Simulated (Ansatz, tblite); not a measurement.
Forces on (LiF)2 ring (Li2F2) at its r2SCAN-D4/def2-TZVP geometry. The state is a singlet with charge 0.

The xTB rows come from tblite.

GFN1-xTB (tblite), largest force 0.33 eV/Å:

```xyz
4
positions Å, forces eV/Å
Li   -0.790   -0.792    0.058    0.114    0.114   -0.009
F    -0.352    0.438    1.185    0.088   -0.110   -0.297
Li    0.790    0.792   -0.058   -0.114   -0.114    0.009
F     0.352   -0.438   -1.185   -0.088    0.110    0.297
```

GFN2-xTB (tblite), largest force 0.45 eV/Å:

```
Li 0.025 0.025 -0.002
F 0.120 -0.149 -0.404
Li -0.025 -0.025 0.002
F -0.120 0.149 0.404
```

r2SCAN-D4/def2-TZVP (Ansatz), largest force 0.00 eV/Å:

```
Li -0.003 -0.003 0.000
F 0.000 0.001 0.001
Li 0.003 0.003 0.000
F 0.000 -0.001 -0.001
```
